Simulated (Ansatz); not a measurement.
Ideal-gas functions of CH$_{6}$GeSe, SMILES `[CH3][GeH2][SeH]` at 500 K and 1 bar, from an Ansatz frequency run at PBE0-D4/def2-TZVP.

Molar mass 169.63 g/mol, point group C1 (symmetry number 1), electronic degeneracy 1, moments of inertia 48.491, 287.027, 322.58 u Å². Harmonic wavenumbers (cm⁻¹, unscaled): 123, 134, 149, 286, 411, 556, 609, 669, 728, 839, 864, 871, 1263, 1450, 1454, 2140, 2156, 2443, 3063, 3154, 3165.

Use S(trans) = R[1.5 ln M + 2.5 ln T − 1.1517]; rotational temperatures θ = 24.2544 K / I; S(rot) = R[ln(√π/σ · √(T³/θAθBθC)) + 1.5]; for each mode x = 1.438777 ν̃/T, S = R[x/(eˣ − 1) − ln(1 − e⁻ˣ)] and H = RT x/(eˣ − 1); 1 cm⁻¹ = 0.0119627 kJ/mol; R = 8.31446 J/(mol·K).

Problem. By hand: the entropy, in J/(mol·K).

Solution. Translation 183.6. Rotation: θ = 0.5002, 0.0845, 0.0752 K, giving 118.6. Vibration, mode by mode: 16.99, 16.29, 15.42, 10.17, 7.39, 5.24, 4.64, 4.04, 3.54, 2.75, 2.60, 2.56, 1.04, 0.67, 0.67, 0.13, 0.12, 0.06, 0.01, 0.01, 0.01, in all 94.3. Electronic 0.0. Sum 396.5 J/(mol·K).

Problem. By hand: H − E and G − E in kJ/mol, counted from the electronic energy.

Solution. Zero-point energy ½ × 26527 × 0.0119627 = 158.7; thermal vibration 24.8; translation, rotation and pV give 4 RT = 16.6. H − E = 200.1 kJ/mol, and G − E = 200.1 − 500 × 396.5/1000 = 1.8 kJ/mol.

Vibration gives 24 % of the entropy, 48.7 J/(mol·K) of it from the modes under 150 cm⁻¹: soft modes count most, and the harmonic formula is weakest for them. The sum counts one conformer and one mirror image; others add a mixing term.
